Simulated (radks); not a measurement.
Results of a calculation; reference values are marked as such.
Ionisation of the silicon ion Si+, [Ne] 3s2 3p1, to [Ne] 3s2 as the strength of local exchange is varied. Level of theory: scalar-relativistic Kohn-Sham, Slater X-alpha exchange (alpha = 2/3 is LDA exchange), no correlation, spin-polarised, spherical densities, point nucleus; open shells are filled with parallel spins first (a radial shooting solver on a logarithmic mesh with Libxc functionals).

alpha	E(Si+) (hartree)	exchange (hartree)	IE (eV)	-e of the level emptied (eV)	<r> of it (bohr)
0.559	-284.58601	-15.25091	14.211	10.162 (3p)	2.566
0.573	-284.96823	-15.64983	14.348	10.293 (3p)	2.555
0.65	-287.07787	-17.85864	15.113	11.030 (3p)	2.493
0.667	-287.54533	-18.34967	15.284	11.196 (3p)	2.480
0.779	-290.64029	-21.61513	16.440	12.320 (3p)	2.398
0.82	-291.77990	-22.82373	16.874	12.745 (3p)	2.369
1.045	-298.09697	-29.58225	19.358	15.194 (3p)	2.228

NIST Atomic Spectra Database: 16.346 eV (measured). The Delta-SCF value meets it near alpha = 0.77. Open shells are spherical and high-spin; term and fine-structure splittings are not resolved.
